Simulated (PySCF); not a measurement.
SMILES [SiH3]OCO[SiH3] (GFN2-xTB optimised geometry):

```
13

Si     1.917    -0.329     2.657
O      2.083     0.095     1.091
C      1.541    -0.541     0.000
O      0.167    -0.541     0.000
Si    -0.814     0.763     0.000
H      2.735     0.725     3.236
H      2.448    -1.679     2.869
H      0.524    -0.302     3.103
H      1.864    -1.592    -0.029
H      1.921    -0.026    -0.896
H     -0.648     1.590     1.196
H     -2.083     0.057    -0.049
H     -0.548     1.592    -1.180
```

Level of theory: PySCF with B3LYP/def2-TZVP.

Problem. What are the frontier orbital energies and the dipole moment?

Solution. HOMO-2 -8.65 eV, HOMO-1 -8.44 eV, HOMO -8.12 eV, LUMO -0.20 eV, LUMO+1 0.34 eV; dipole moment 0.12 D.

Meta-Löwdin charges at B3LYP/def2-TZVP: Si1 0.78, O2 -0.62, C3 0.21, O4 -0.62, Si5 0.78, H6 -0.11, H7 -0.13, H8 -0.13, H9 0.10, H10 0.10, H11 -0.13, H12 -0.11, H13 -0.13.
